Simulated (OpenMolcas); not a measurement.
**Multiplet structure of Ni2+**

```
Program             : OpenMolcas
Method              : CASSCF
Basis               : ANO-RCC-VQZP [7s6p4d3f2g1h]
Scalar Hamiltonian  : DKH2, point nucleus
Active space        : 8 electrons in 5 orbitals (3d)
State averaging     : 2S+1 = 3 even, 10 roots; 2S+1 = 1 even, 15 roots
Spin-orbit coupling : state interaction with AMFI integrals over the reference wave functions, term energies averaged over their components
```

With spin-orbit coupling, above the lowest level:

```csv
Configuration,Term,J,E (eV),Measured (eV),g,Term weight %,Second
3d8,3F,4,0.0000,0.0000,1.250,100,
3d8,3F,3,0.1692,0.1687,1.084,100,
3d8,3F,2,0.2855,0.2814,0.668,100,
3d8,1D,2,2.1254,1.7397,1.038,92,8 3P
3d8,3P,2,2.5749,2.0658,1.462,92,8 1D
3d8,3P,1,2.6233,2.1050,1.501,100,
3d8,3P,0,2.6571,2.1363,,100,
3d8,1G,4,3.2951,2.8651,1.000,100,
3d8,1S,0,7.9368,6.5131,,100,
```

Against the 8 measured excited levels shown (Corliss and Sugar, J. Phys. Chem. Ref. Data 10, 197 (1981)) the mean absolute deviation is 3800 cm-1; the largest miss in energy is 3d8 1S0: computed 7.9368, measured 6.5131 eV (+21.9 %).

Spin-orbit coupling puts the lowest level 0.1274 eV below the lowest spin-free term.

For 3F the intervals divided by the larger J are -312.7, -341.1 cm-1. Landé's interval rule makes them equal in pure LS coupling; they differ by 9 % of their mean. The multiplet is inverted.

Without dynamic correlation excited terms often stand tens of per cent too high (terms of higher spin than the ground term too low), and those without a measured partner can miss by more than the paired ones. Some levels mix across a computed gap that differs much from the measured one, so their mixing is not that of the real levels. Computed and measured levels are paired by configuration, term and J; levels that our copy of the source lacks, or whose pairing is in doubt (as where it misses far off the trend of its configuration), stay unpaired and out of the deviations. Only configurations of the active space appear.

The RASSCF and RASSI steps took 7.1 s on 1 thread of Arm Neoverse V1 (shared host); the integral step is not counted.

The term weight is that of the spin-free term in the level, not the purity of its configuration.
